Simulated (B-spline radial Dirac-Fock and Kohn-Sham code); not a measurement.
**Yb 3d5/2: cross section and angular parameters**

System: the free ytterbium atom, configuration 1s2 2s2 2p6 3s2 3p6 3d10 4s2 4p6 4d10 4f14 5s2 5p6 6s2; threshold 1528.0 eV (tabulated edge). These are calculated numbers from an atomic code on a B-spline grid; the model is Dirac-Hartree-Slater photoionisation with a Latter tail; cross sections with all multipoles, angular parameters from the dipole term and its interference with E2.

Input of the calculation (task.json; shells as n, l, electrons):

```json
{"items": [{
  "Z": 70,
  "q": 0,
  "cfg": [[1, 0, 2], [2, 0, 2], [2, 1, 6], [3, 0, 2], [3, 1, 6], [3, 2, 10], [4, 0, 2], [4, 1, 6], [4, 2, 10], [4, 3, 14], [5, 0, 2], [5, 1, 6], [6, 0, 2]],
  "A": 174,
  "rrms": 5.3108,
  "do": "xps",
  "hv": [60, 65.4, 68.6, 103.0, 106.0, 158.0, 163.0, 206.0, 211.0, 256.0, 300, 414.0, 628.0, 1000, 1253.6, 1480.0, 1580.0, 1940.0, 2984.4, 3050.0, 3350.0, 3770.0, 4280.0, 4420.0, 8047.8, 8250.0, 9251.7, 9910.0, 13600.0, 15000],
  "edges": {"K": 61332.0, "L1": 10486.0, "L2": 9978.0, "L3": 8944.0, "M1": 2398.0, "M2": 2173.0, "M3": 1950.0, "M4": 1576.0, "M5": 1528.0, "N1": 480.5, "N2": 388.7, "N3": 339.7, "N4": 191.2, "N5": 182.4}
}]}
```

Launch: `python xray2_run.py task.json out`

For linearly polarised light dσ/dΩ = σ/(4π) [1 + β P₂(cos θ) + (δ + γ cos²θ) sin θ cos φ], with θ from the polarisation vector and φ the angle between the beam and the projection of the electron momentum on the plane normal to the polarisation.

| hν (eV) | σ (kb) | β | γ | δ |
| --- | --- | --- | --- | --- |
| 1580 | 774 | 0.516 | -0.016 | -0.001 |
| 1940 | 470 | 0.768 | -0.175 | -0.007 |
| 2984.4 | 145 | 1.177 | 0.062 | 0.050 |
| 3050 | 137 | 1.185 | 0.084 | 0.052 |
| 3350 | 104 | 1.209 | 0.185 | 0.062 |
| 3770 | 73.0 | 1.224 | 0.321 | 0.074 |
| 4280 | ? | ? | ? | ? |
| 4420 | 44.8 | 1.223 | 0.514 | 0.091 |
| 8047.8 | 6.33 | 1.088 | 1.256 | 0.176 |
| 8250 | 5.82 | 1.080 | 1.286 | 0.181 |
| 9251.7 | 3.91 | 1.039 | 1.420 | 0.205 |
| 9910 | 3.08 | 1.013 | 1.498 | 0.220 |
| 13600 | 0.993 | 0.888 | 1.840 | 0.304 |
| 15000 | 0.693 | 0.848 | 1.940 | 0.335 |

**Question.** Give the values at 4280 eV.

**Answer.** σ = 49.5 kb, β = 1.225, γ = 0.474, δ = 0.087.
